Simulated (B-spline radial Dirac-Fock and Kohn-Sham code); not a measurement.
# Two-hole binding energies of Lu⁵⁺

System: lutetium as Lu⁵⁺, [Xe] 4f12.

The run's input, task.json:

```json
{"items": [{
  "Z": 71,
  "q": 5,
  "cfg": [[1, 0, 2], [2, 0, 2], [2, 1, 6], [3, 0, 2], [3, 1, 6], [3, 2, 10], [4, 0, 2], [4, 1, 6], [4, 2, 10], [4, 3, 12], [5, 0, 2], [5, 1, 6]],
  "A": 175,
  "rrms": 5.37,
  "do": ["binding", "quiet", "double"]
}]}
```

Launch: `python xray_run.py task.json out`

Level of theory: Dirac-Fock energy differences between relaxed states, corrected for Breit and QED terms; a B-spline atomic structure program. U is the two-hole binding energy less the two single-hole energies, the effective repulsion of the holes after relaxation. Each two-hole energy is an average over J within one jj subconfiguration.

```
          holes  E(a) (eV)  E(b) (eV)  E(ab) (eV)  U (eV)
           1s⁻²    63396.2    63396.2    128101.5  1309.0
   1s⁻¹ 2p3/2⁻¹    63396.2     9333.0     73052.0   322.7
   2s⁻¹ 2p1/2⁻¹    10965.6    10437.7     21603.9   200.6
        2p1/2⁻²    10437.7    10437.7     21146.0   270.6
   2s⁻¹ 2p3/2⁻¹    10965.6     9333.0     20486.8   188.2
        2p3/2⁻²     9333.0     9333.0     18890.4   224.4
   2s⁻¹ 3p3/2⁻¹    10965.6     2118.7     13168.0    83.7
   2p1/2⁻¹ 3s⁻¹    10437.7     2589.0           ?       ?
2p1/2⁻¹ 3p3/2⁻¹    10437.7     2118.7     12644.4    88.0
2p1/2⁻¹ 3d5/2⁻¹    10437.7     1679.7     12211.9    94.5
2p3/2⁻¹ 3p1/2⁻¹     9333.0     2357.5     11783.0    92.5
2p3/2⁻¹ 3d5/2⁻¹     9333.0     1679.7     11103.5    90.7
3p1/2⁻¹ 3p3/2⁻¹     2357.5     2118.7      4536.8    60.6
4d3/2⁻¹ 4d5/2⁻¹      294.1      284.0       607.7    29.6
```

**Question.** Give the missing two-hole energy and U.

**Answer.** E(ab) = 13113.1 eV and U = 86.4 eV.

Run: 34 s of CPU time on 1 thread of Intel(R) Xeon(R) 6975P-C (shared host), peak memory 0.55 GiB.

Values without a named source are computed, but for edge energies of neutral atoms, which are taken from tables.
